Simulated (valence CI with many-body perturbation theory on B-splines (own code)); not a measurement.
The numbers below are computed, except where a source is named.
From CI to CI+MBPT in Gd XXXII

Method: relativistic CI+MBPT: five valence electrons over a frozen Dirac-Fock core [Ar] 3d10, a basis of 9 s, 9 p, 8 d, 6 f, 3 g, 1 h functions for each j, with the one-electron correlation potential Σ1 (screened to all orders), the two-electron term Σ2, the three-electron term Σ3, Breit, model QED; selected single and double excitations, second order for the rest (own B-spline code, finite nucleus).

No measured spectrum was set against this ion. As an estimate, large intervals hold to a few tenths of a per cent, small ones and those within an open d or f shell to about a per cent. Among the levels kept, up to 250 cm⁻¹ of a level comes from second order outside the variational space, and about a tenth of that is noise between levels of different J, which matters for small intervals.

Each rung adds one term. CI alone is the Dirac-Coulomb CI over the frozen core; QED comes last and gives the full result, which names the levels. Energies are above (4s^2 4p1/2^2 4p3/2) J=3/2 on the same rung, in eV.

Levels are named by their leading jj configuration (3d3/2^4 stands for four electrons in 3d with j = 3/2), which in mixed levels can hold well under half, so a name can repeat and another be missing. Letters in brackets count levels of one name in rising energy.

```csv
Level,CI alone,Σ1,Σ2,Σ3,Breit,QED,Full
(4s^2 4p1/2 4p3/2^2) J=3/2,38.50,+0.170,+0.176,+0.018,-0.512,+0.063,38.42
(4s^2 4p1/2 4p3/2^2) J=5/2,42.97,+0.173,+0.109,+0.004,-0.544,+0.063,42.77
(4s^2 4p1/2 4p3/2^2) J=1/2,48.52,+0.175,+0.022,-0.017,-0.512,+0.061,48.25
(4s^2 4p3/2^3) J=3/2,87.73,+0.346,+0.203,-0.001,-1.033,+0.122,87.37
(4s 4p1/2^2 4p3/2^2) J=5/2,110.40,+0.099,+0.264,+0.057,-0.099,-0.540,110.18
(4s^2 4p1/2^2 4d3/2) J=3/2,116.66,-0.066,+0.003,+0.048,-0.198,-0.233,116.22
(4s 4p1/2^2 4p3/2^2) J=1/2,123.88,+0.118,-0.062,+0.021,-0.089,-0.558,123.31
(4s 4p1/2^2 4p3/2^2) J=3/2,128.29,+0.045,-0.341,+0.020,-0.176,-0.405,127.43
(4s^2 4p1/2^2 4d5/2) J=5/2,134.91,-0.058,-0.387,+0.025,-0.484,-0.094,133.92
(4s 4p1/2 4p3/2^3) J=3/2 [a],151.47,+0.232,+0.371,+0.063,-0.611,-0.415,151.11
(4s^2 4p1/2 4p3/2 4d3/2) J=5/2 [a],155.85,+0.139,+0.213,+0.059,-0.721,-0.224,155.31
(4s^2 4p1/2 4p3/2 4d3/2) J=3/2 [a],156.61,+0.076,+0.125,+0.064,-0.751,-0.116,156.01
(4s^2 4p1/2 4p3/2 4d3/2) J=1/2 [a],156.75,+0.066,+0.093,+0.062,-0.723,-0.108,156.13
(4s^2 4p1/2 4p3/2 4d3/2) J=5/2 [b],159.54,+0.131,+0.129,+0.054,-0.769,-0.205,158.88
(4s^2 4p1/2 4p3/2 4d3/2) J=7/2,161.82,+0.037,+0.033,+0.046,-0.844,-0.034,161.05
(4s^2 4p1/2 4p3/2 4d5/2) J=7/2 [a],166.80,+0.093,+0.040,+0.064,-0.998,-0.013,165.98
(4s 4p1/2 4p3/2^3) J=1/2,167.71,+0.197,-0.291,+0.030,-0.674,-0.322,166.65
(4s 4p1/2 4p3/2^3) J=3/2 [b],171.08,+0.188,-0.478,+0.023,-0.708,-0.295,169.81
(4s^2 4p1/2 4p3/2 4d5/2) J=9/2,171.55,+0.098,-0.001,+0.043,-1.059,-0.012,170.62
(4s^2 4p1/2 4p3/2 4d3/2) J=5/2 [c],173.12,+0.072,-0.650,+0.016,-0.867,-0.045,171.65
(4s^2 4p1/2 4p3/2 4d3/2) J=3/2 [b],174.31,+0.076,-0.732,+0.011,-0.815,-0.083,172.77
(4s^2 4p1/2 4p3/2 4d3/2) J=1/2 [b],178.19,+0.077,-0.861,-0.005,-0.772,-0.098,176.53
(4s^2 4p1/2 4p3/2 4d5/2) J=5/2 [a],178.90,+0.110,-0.598,+0.007,-0.908,-0.089,177.42
(4s^2 4p1/2 4p3/2 4d5/2) J=3/2 [a],181.21,+0.146,-0.937,-0.003,-0.819,-0.177,179.42
(4s^2 4p1/2 4p3/2 4d5/2) J=7/2 [b],181.68,+0.105,-0.402,+0.011,-1.046,-0.012,180.33
(4s^2 4p1/2 4p3/2 4d5/2) J=5/2 [b],185.88,+0.093,-1.051,-0.023,-0.935,-0.039,183.92
(4s^2 4p1/2 4p3/2 4d5/2) J=3/2 [b],186.24,+0.116,-0.505,-0.025,-0.956,-0.051,184.82
(4s^2 4p1/2 4p3/2 4d5/2) J=1/2,190.38,+0.135,-0.982,-0.039,-0.901,-0.099,188.50
(4s 4p3/2^4) J=1/2,204.73,+0.361,+0.092,+0.041,-1.208,-0.255,203.76
(4s^2 4p3/2^2 4d5/2) J=7/2,211.13,+0.266,+0.120,+0.060,-1.533,+0.046,210.09
(4s^2 4p3/2^2 4d3/2) J=1/2,212.12,+0.226,-0.499,+0.030,-1.299,-0.004,210.58
```

The middle columns are the shifts that each term adds.

(1) How does the ionisation energy move along the ladder, and which term matters most?

Answers

(1) CI alone 1234.2, + Σ1 1235.6, + Σ2 1235.7, + Σ3 1235.5, + Breit 1234.7, + QED 1234.7 eV. The largest step is Σ1, 1.4 eV. NIST lists 1233 ± 4 eV (theoretical).
